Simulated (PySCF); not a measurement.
An equivalent PySCF input for Pt(65+) (platinum, charge +65), [Ne] 3s2 3p1, 2P determinant, with the non-relativistic Hamiltonian (point nucleus):

```python
from pyscf import gto, scf, dft, mp, cc
mol = gto.M(atom="Pt 0 0 0", charge=65, spin=1, symmetry="D2h",
            basis=gto.etbs([(0, 16, 18, 2.5), (1, 10, 24, 2.5), (2, 4, 92, 2.7), (3, 4, 140, 2.7)]))
mf = scf.UHF(mol)
mf.irrep_nelec = {'Ag': (3, 3), 'B1u': (1, 1), 'B2u': (2, 1), 'B3u': (1, 1)}
mf.kernel()
```

It reaches the same state as the run whose output follows, and the same energy. The run itself started from symmetry-adapted Hartree-Fock orbitals and held the occupation by maximum overlap, so the iterations belong to that start.

```
SCF conv_tol = 1e-09
number electrons alpha = 7  beta = 6
cycle= 1 E= -12299.8149632192  delta_E= -0.0089  |g|= 0.0836  |ddm|= 0.031
cycle= 2 E= -12299.8151805544  delta_E= -0.000217  |g|= 0.0141  |ddm|= 0.00489
cycle= 3 E= -12299.8151868411  delta_E= -6.29e-06  |g|= 9.27e-05  |ddm|= 0.000979
cycle= 4 E= -12299.8151868413  delta_E= -1.44e-10  |g|= 8.3e-06  |ddm|= 4.32e-06
converged SCF energy = -12299.8151868413  <S^2> = 0.75055208  2S+1 = 2.000552
```

A non-relativistic calculation at this Z misses sizeable relativistic shifts. Spin-orbit coupling, absent here, splits the open shell strongly.
